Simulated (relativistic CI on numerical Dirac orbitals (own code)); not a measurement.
**Radial parameters of Os LIV**

Calculated at this level of theory: Dirac-Coulomb-Breit CI, orbitals from a KLI potential per configuration, model QED (radiative potential, 1s self-energy scaled to tabulated hydrogen-like ionisation energies), unscaled Slater integrals (own radial code, finite nucleus).

Slater integrals F^k, G^k are unscaled and averaged over j, outside the closed core [Ne]; ζ comes from projecting the Hamiltonian with its Breit term on Σ l·s of the shell.

- 3s2 3p6 3d5: F^2(3d,3d) = 622720, F^4(3d,3d) = 402350, ζ(3d) = 262830 cm⁻¹; <r>(3d) = 0.1642, <r^2>(3d) = 0.03122 (bohr units).
- 3s2 3p5 3d6: ζ(3p) = 1.9893e+06, F^2(3d,3d) = 621880, F^4(3d,3d) = 401780, F^2(3p,3d) = 537960, G^1(3p,3d) = 570950, G^3(3p,3d) = 381530, ζ(3d) = 260850 cm⁻¹; <r>(3p) = 0.1833, <r^2>(3p) = 0.03897, <r>(3d) = 0.1644, <r^2>(3d) = 0.0313 (bohr units).
- 3s2 3p4 3d7: F^2(3p,3p) = 532780, ζ(3p) = 1.9882e+06, F^2(3d,3d) = 621010, F^4(3d,3d) = 401200, F^2(3p,3d) = 537570, G^1(3p,3d) = 570980, G^3(3p,3d) = 381420, ζ(3d) = 258870 cm⁻¹; <r>(3p) = 0.1834, <r^2>(3p) = 0.03903, <r>(3d) = 0.1646, <r^2>(3d) = 0.03138 (bohr units).

(1) Give the Racah parameters of the d shell in 3s2 3p6 3d5.

Averages of the first 10 configurations, taken without configuration mixing, which lowers the lowest level and can move excited configurations by several eV; other configurations of the list can lie among them:

| Configuration | Parity | States | Average energy above the lowest level (eV) |
| --- | --- | --- | --- |
| 3s2 3p6 3d5 | even | 252 | 172.8 |
| 3s2 3p5 3d6 | odd | 1260 | 687.1 |
| 3s2 3p4 3d7 | even | 1800 | 1210.2 |
| 3s 3p6 3d6 | even | 420 | 1174.5 |
| 3p6 3d7 | even | 120 | 2188.0 |
| 3s 3p5 3d7 | odd | 1440 | 1687.3 |
| 3s2 3p6 3d4 4s | even | 420 | 2160.2 |
| 3s2 3p6 3d4 4p | odd | 1260 | 2345.6 |
| 3s2 3p4 3d6 4s | even | 6300 | 3176.9 |
| 3s2 3p5 3d5 4s | odd | 3024 | 2664.1 |

Answers

(1) B = F²/49 − 5F⁴/441 = 8147 cm⁻¹ and C = 35F⁴/441 = 31933 cm⁻¹.
